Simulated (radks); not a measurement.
Coulomb parameter of the 4f shell of neutral gadolinium in the model configuration [Xe] 4f6 5d1 6s2 6p1, as a second difference U = [E(n + 0.5) + E(n - 0.5) - 2 E(n)] / (0.5)^2 with all orbitals relaxed. "Bare": the charge of the atom changes with n. "Screened": the 6p shell takes up the change at fixed total charge, which measures U(4f,4f) + U(6p,6p) - 2 U(4f,6p). Method: Dirac Kohn-Sham, PBEsol, spin-unpolarised, spherical densities, finite nucleus; open shells are shared between the two j in proportion to 2j + 1; Fermi nuclear charge, rms radius 5.1569 fm; computed with a radial shooting solver on a logarithmic mesh with Libxc functionals.

case                      configuration  E - E(n) (eV)
start              [Xe] 4f6 5d1 6s2 6p1          0.000
bare +0.5        [Xe] 4f6.5 5d1 6s2 6p1         -7.490
bare -0.5        [Xe] 4f5.5 5d1 6s2 6p1         11.387
screened +0.5  [Xe] 4f6.5 5d1 6s2 6p0.5         -7.020
screened -0.5  [Xe] 4f5.5 5d1 6s2 6p1.5          9.464

U(bare) = 15.586 eV, U(screened by 6p) = 9.775 eV. The step up makes a negative ion, whose loosely bound charge lowers the bare value.
